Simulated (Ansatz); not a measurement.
## Pulling the pair apart

The pair of CH2O (SMILES C=O, atoms 1–4) and GeH4 (SMILES [GeH4], atoms 5–9), both closed shells, in one local arrangement (a lower one may exist), relaxed at PBE0-D4/def2-TZVP:

| atom | x (Å) | y (Å) | z (Å) |
| --- | --- | --- | --- |
| C1 | 0.0667 | 0.0487 | -2.1503 |
| O2 | -0.1861 | -0.8819 | -1.4424 |
| H3 | 0.0665 | -0.0402 | -3.2545 |
| H4 | 0.3134 | 1.0470 | -1.7374 |
| Ge5 | -0.0546 | -0.0454 | 1.7073 |
| H6 | -1.4865 | -0.5108 | 1.4256 |
| H7 | 0.9365 | -1.1966 | 1.5108 |
| H8 | 0.0352 | 0.4535 | 3.1604 |
| H9 | 0.3089 | 1.1256 | 0.7806 |

GeH4 is shifted rigidly along the line between the mean atom positions of the two fragments (negative: closer). Counterpoise interaction energies in kJ/mol. Computed with Ansatz 0.2.0 (basis: def2-TZVPPD); correlated methods freeze the cores. Filled d shells of the heavier atoms are correlated. The def2 sets are not built for correlating such inner shells, so the correlated values are less sure here.

| shift (Å) | HF | PBE0-D4 | r2SCAN-D4 |
| --- | --- | --- | --- |
| -0.33 | 7.6 | -4.9 | -4.7 |
| -0.16 | 2.4 | -7.0 | -6.8 |
| 0.00 | -0.3 | -7.6 | -7.2 |
| 0.16 | -1.6 | -7.3 | -6.8 |
| 0.39 | -2.2 | -6.4 | -5.7 |
| 0.82 | -1.9 | -4.3 | -3.7 |
| 1.63 | -0.9 | -1.6 | -1.4 |
| 3.26 | -0.2 | -0.2 | -0.2 |

What does CCSD(T) give at these shifts? (Judge from chemistry; the value comes from the calculation.)

Computed: -3.2, -5.8, -6.7, -6.5, -5.7, -3.7, -1.5, -0.3 kJ/mol. For zero shift, CCSD(T) at an estimated basis limit (MP2 extrapolated from triple and quadruple zeta, plus CCSD(T) − MP2 in triple zeta) gives -7.6 kJ/mol. These are counterpoise interaction energies, counted from the two frozen fragments.

The T1 diagnostic stays at or below 0.014.

For scale, one of the runs: CCSD(T)/def2-TZVPPD, 233 basis functions, launched by `ansatz run in.yaml --threads 4 --pin off --events-out ev --progress --plain --max-ram 9574MiB`. Time: 110 s of wall clock on 4 CPU threads of an Arm Neoverse V2; the host was shared. Peak host memory: 4.1 GiB.
